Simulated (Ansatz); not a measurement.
Reaction (ligand exchange at the Si–C bond): `C[SiH](F)CO` + H–F → `OC[SiH](F)F` + CH₄

Computed with Ansatz on PBE0-D4/def2-TZVP structures; ΔE is electronic, products minus reactants. CCSD(T)/CBS adds triple-zeta CCSD(T) − MP2 to the extrapolated MP2 energy (def2 sets, frozen cores). This one scheme is used for every species. Functionals use def2-TZVPP. B3LYP here is the variant with VWN-RPA as its local correlation; programs differ in this. Each species was taken in one conformer, which may not be the lowest.

`C[SiH](F)CO`:

Z-matrix (Å, degrees):
```
C
Si 1 1.855
H 1 1.093 2 111.3
H 1 1.092 2 110.9 3 120.6
H 1 1.094 2 110.4 3 -120.0
F 2 1.613 1 109.2 3 -60.4
C 2 1.879 1 113.4 3 56.0
H 2 1.485 1 111.8 3 -177.8
O 7 1.422 2 111.7 1 -170.4
H 7 1.095 2 109.9 1 71.4
H 7 1.101 2 110.8 1 -45.5
H 9 0.961 7 108.3 2 52.8
```

H–F:

Z-matrix (Å, degrees):
```
F
H 1 0.920
```

`OC[SiH](F)F`:

```xyz
9

O    -0.880    1.293   -0.787
C     0.357    0.712   -0.403
Si    0.139   -0.964    0.389
F    -0.378   -2.033   -0.663
F    -1.008   -0.803    1.484
H    -1.459    1.321   -0.021
H     0.929    1.371    0.268
H     0.956    0.613   -1.313
H     1.345   -1.510    1.046
```

CH₄:

Z-matrix (Å, degrees):
```
C
H 1 1.090
H 1 1.090 2 109.5
H 1 1.090 2 109.5 3 -120.0
H 1 1.090 2 109.5 3 120.0
```

Problem. Is it downhill or uphill in electronic energy at CCSD(T)/CBS, and by how much? (Estimate.)

Solution. Ansatz gave: Downhill: ΔE = -1.53 eV.

Problem. What do these levels give: PBE0-D4, ωB97X-V, ωB97M-V, B2PLYP, PBE0, B3LYP, HF/def2-TZVPP, CCSD(T)/def2-TZVPP, HF/def2-QZVPP, MP2/def2-QZVPP, SCS-MP2/def2-QZVPP, HF/CBS(def2)? (An estimate is asked.)

Solution. Ansatz gave: PBE0-D4 -1.47, ωB97X-V -1.57, ωB97M-V -1.56, B2PLYP -1.63, PBE0 -1.50, B3LYP -1.65, HF/def2-TZVPP -1.78, CCSD(T)/def2-TZVPP -1.55, HF/def2-QZVPP -1.80, MP2/def2-QZVPP -1.54, SCS-MP2/def2-QZVPP -1.60, HF/CBS(def2) -1.80 eV.

Largest T1 diagnostic among the species: 0.011.

In def2-TZVPP, CCSD(T) changes the Hartree–Fock value by +0.23 eV (the triples alone add +0.03 eV) and MP2 by +0.24 eV. The D4 term adds +0.06 eV with B3LYP and +0.03 eV with PBE0; it sums over pairs of atoms, weighted by their polarisabilities, and B3LYP, whose exchange is more repulsive, gets the larger term.
